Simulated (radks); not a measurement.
The numbers below are computed, except where a source is named.
Ba9+, 47 electrons, occupied as [Kr] 4d10 5s1. Code: a radial shooting solver on a logarithmic mesh with Libxc functionals. Model: Dirac Kohn-Sham, PBE, spin-unpolarised, spherical densities, finite nucleus; Fermi nuclear charge, rms radius 4.8378 fm.

Normalised radial functions P(r) = r R(r) (large component), r in bohr:

r           4p3/2    5s1/2    5p1/2
0.001179   0.0015   0.0420   0.0025
0.001547   0.0025   0.0527   0.0035
0.002031   0.0041   0.0655   0.0050
0.002688   0.0070   0.0813   0.0073
0.003528   0.0117   0.0988   0.0107
0.00463    0.0193   0.1179   0.0158
0.006078   0.0315   0.1373   0.0235
0.007978   0.0509   0.1544   0.0349
0.01047    0.0807   0.1650   0.0517
0.01385    0.1267   0.1626   0.0765
0.01819    0.1903   0.1392   0.1093
0.02387    0.2744   0.0873   0.1506
0.03133    0.3739   0.0031   0.1967
0.04113    0.4702  -0.1059   0.2370
0.05398    0.5247  -0.2128   0.2513
0.07142    0.4748  -0.2682   0.2093
0.09375    0.2637  -0.2091   0.0890
0.1231    -0.1136  -0.0150  -0.1027
0.1615    -0.5439   0.2449  -0.2968
0.212     -0.7807   0.3933  -0.3649
0.2783    -0.5656   0.2479  -0.1926
0.3653     0.1262  -0.1735   0.1846
0.4833     0.9620  -0.5524   0.5186
0.6344     1.3683  -0.4523   0.4610
0.8327     1.1715   0.1531  -0.0464
1.093      0.6610   0.8108  -0.6781
1.435      0.2403   1.0087  -0.9737
1.883      0.0516   0.6974  -0.7719
2.491      0.0053   0.2659  -0.3475
3.27       0.0002   0.0531  -0.0847
4.293      0.0000   0.0046  -0.0095

4p3/2: eigenvalue -298.11 eV, 2 radial nodes at r = 0.114, 0.350 bohr, <r> = 0.718 bohr, 90 % of the charge inside 1.04 bohr. 5s1/2: eigenvalue -139.69 eV, 4 radial nodes at r = 0.0316, 0.125, 0.330, 0.786 bohr, <r> = 1.44 bohr, 90 % of the charge inside 2.02 bohr. 5p1/2 (empty): eigenvalue -122.65 eV, 3 radial nodes at r = 0.107, 0.323, 0.817 bohr, <r> = 1.54 bohr, 90 % of the charge inside 2.17 bohr.
